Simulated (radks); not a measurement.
Task: Species: Te III. Configuration: [Kr] 4d8 5s2 5p2 6s2 (not the ground configuration). All-electron calculation, scalar-relativistic Kohn-Sham, MS2 meta-GGA, spin-polarised, spherical densities, finite nucleus; open shells are filled with parallel spins first (spin-orbit coupling, left out, can overturn this in heavy ions); meta-GGA in the generalised Kohn-Sham scheme; Fermi nuclear charge, rms radius 4.7423 fm. Program: a radial shooting solver on a logarithmic mesh with Libxc functionals. Some entries of the table are withheld. Estimate them.

orbital,occ.,eigenvalue (eV),<r> (bohr)
1s up,1,-31709.32,0.02780
1s down,1,-31709.19,0.02780
2s up,1,-4912.093,0.1197
2s down,1,-4911.573,0.1197
2p up,3,-4409.527,0.1048
2p down,3,-4409.005,0.1048
3s up,1,-1021.232,0.3212
3s down,1,-1021.094,0.3211
3p up,3,-856.8302,0.3197
3p down,3,-856.4962,0.3196
3d up,5,-610.3358,0.2966
3d down,5,-609.6037,0.2966
4s up,1,-213.4660,0.7560
4s down,1,-210.5093,0.7564
4p up,3,-161.6337,0.8064
4p down,3,-158.7460,0.8070
4d up,5,-85.5191,(1)
4d down,3,-82.7540,(2)
5s up,1,-45.8052,1.802
5s down,1,-43.1357,1.809
5p up,2,-33.1539,2.050
5p down,0,-30.5828,2.085
6s up,1,-14.6524,3.946
6s down,1,-14.4198,4.042

Result: 
(1) 4d up <r> (bohr): 0.9241
(2) 4d down <r> (bohr): 0.9248
